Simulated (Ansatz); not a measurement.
`C[NH][In]([F])[F]` + `O[Si](O)(Cl)Cl` → `CO[Si](O)(Cl)Cl` + `[NH2][In]([F])[F]`  (substitution at a C–N bond)

Computed with Ansatz on PBE0-D4/def2-TZVP structures; ΔE is electronic, products minus reactants. CCSD(T)/CBS is the MP2 limit (def2-TZVPP, def2-QZVPP) plus CCSD(T) − MP2 in def2-TZVPP, frozen cores. Functionals use def2-TZVPP. B3LYP here is the variant with VWN-RPA as its local correlation; programs differ in this. def2 core potentials past Kr. For In outer-core shells are correlated without core-valence functions, which leaves a few kJ/mol of doubt a bond. One conformer a species, not always the lowest.

(1) Is it downhill or uphill in electronic energy at CCSD(T)/CBS, and by how much? (Estimate.)

(2) What do these levels give: PBE-D4, r2SCAN-D4, PBE0-D4, B3LYP-D4, ωB97X-V, ωB97M-V, B2PLYP, PBE0, B3LYP, HF/def2-TZVPP, MP2/def2-QZVPP, SCS-MP2/def2-QZVPP? (Best estimate.)

Largest T1 diagnostic among the species: 0.016.

## Answers

(1) Ansatz gave: Uphill: ΔE = +0.07 eV.

(2) The calculation gave: PBE-D4 0.06, r2SCAN-D4 0.04, PBE0-D4 0.06, B3LYP-D4 0.02, ωB97X-V 0.03, ωB97M-V 0.03, B2PLYP 0.05, PBE0 0.08, B3LYP 0.04, HF/def2-TZVPP 0.00, MP2/def2-QZVPP 0.09, SCS-MP2/def2-QZVPP 0.07 eV.

In def2-TZVPP, CCSD(T) changes the Hartree–Fock value by +0.05 eV (the triples alone add +0.00 eV) and MP2 by +0.07 eV.
